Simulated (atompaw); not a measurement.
## Pseudopotential generation for tellurium: PAW (atompaw), LDA (PW92), scalar-relativistic.

Input for atompaw 4.2.0.5:

```
Te 52
LDA-PW scalarrelativistic loggrid 1500 logderivrange -3 5 201
5 5 4 0 0 0
5 1 4
0 0 0
c
c
c
c
v
c
c
c
v
c
c
1
2.00 1.65 1.65 1.40
y
-0.7
n
y
2.65
n
custom polynom2 7 10 vanderbiltortho sinc
bessel
2.00
2.00
2.00
2.00
PWSCFOUT
UPFDX 0.0125d0 UPFXMIN -7.d0 UPFZMESH 52.d0
END
```

Command:

```bash
atompaw < Te.input > Te.log
```

Output (summary file):

```
Completed calculations for Te (AE)

 Exchange-correlation type: LDA, Perdew-Wang correlation

 Radial integration grid is logarithmic
 r0 =   1.6774151E-04 h =   8.7225585E-03   n =      1500 rmax =   8.0000000E+01

 Scalar relativistic calculation

 AEatom converged in  29 iterations
   nz     =  52.00
   delta  =       4.239910718967E-15

 All Electron Orbital energies:
  n  l      occupancy      energy
  1  0      2.0000000E+00 -2.3220752E+03
  2  0      2.0000000E+00 -3.5616075E+02
  3  0      2.0000000E+00 -7.0839352E+01
  4  0      2.0000000E+00 -1.2053431E+01
  5  0      2.0000000E+00 -1.1287636E+00
  2  1      6.0000000E+00 -3.1990650E+02
  3  1      6.0000000E+00 -5.9053525E+01
  4  1      6.0000000E+00 -8.3933169E+00
  5  1      4.0000000E+00 -4.4915811E-01
  3  2      1.0000000E+01 -4.1181012E+01
  4  2      1.0000000E+01 -3.0649366E+00

 Total energy
   Total                    :   -13577.69734323438934

 ---
 Completed calculations for Te (SC)

 Exchange-correlation type: LDA, Perdew-Wang correlation

 Radial integration grid is logarithmic
 r0 =   1.6774151E-04 h =   8.7225585E-03   n =      1500 rmax =   8.0000000E+01

 Scalar relativistic calculation

 SCatom converged in   4 iterations
   nz     =  52.00
   delta  =       8.975664511403E-17

 Valence Electron Orbital energies:
  n  l      occupancy      energy
   5  0      2.0000000E+00 -1.1287636E+00
   5  1      4.0000000E+00 -4.4915812E-01

 Total energy
   Total                    :   -13577.69734325500031
   Valence                  :     -350.98407548409381

 PAW parameters:
       lmax =            1
         rc =    2.0158195794968972
        irc =         1078
   rc_shape =    1.6638130102330786
    rc_vloc =    1.6638130102330786
    rc_core =    1.4096834545561199
   Vloc: truncated form - Vps(r)=A.sin(qr)/r for r<rc
   Projector type: improved polynomial pseudization + Vanderbilt ortho.
   Sinc^2 compensation charge shape zeroed at   1.6638E+00

 Number of basis functions     4
 No.   n  nodes  l      Energy         Cp coeff         Occ
  1    5    4    0   -0.1128764E+01  0.1448828E+04  0.2000000E+01
  2  999    5    0   -0.7000000E+00  0.5708572E+03  0.0000000E+00
  3    5    3    1   -0.4491581E+00  0.1293556E+03  0.4000000E+01
  4  999    4    1    0.2650000E+01  0.2875018E+01  0.0000000E+00

 Eigenvalues of overlap operator (in the basis of projectors):
    1        5.96063840E-02
    2        2.30571532E-01
    3        7.00282092E+01
    4        9.09371885E+02

 Orbital leakage outside PAW augmentation regions
   orb  is_core?  %out_of_sphere
   1 0    T           0.00
   2 0    T          -0.00
   3 0    T           0.00
   4 0    T           0.04
   5 0    F          48.50
   2 1    T           0.00
   3 1    T           0.00
   4 1    T           0.16
   5 1    F          72.03
   3 2    T           0.00
   4 2    T           1.82

 Summary of PAW energies
   Total valence energy     :   -350.98407288618506
   Smooth energy            :     18.76181596278987
   One center               :   -369.74588884897491
   Smooth kinetic           :      4.59640949990478
   Vloc energy              :      1.80598555390673
   Smooth exch-corr         :    -21.65148471044883
   One-center xc            :   -318.02663471887740
```

The run took about 3.7 s on one core of a shared server CPU.
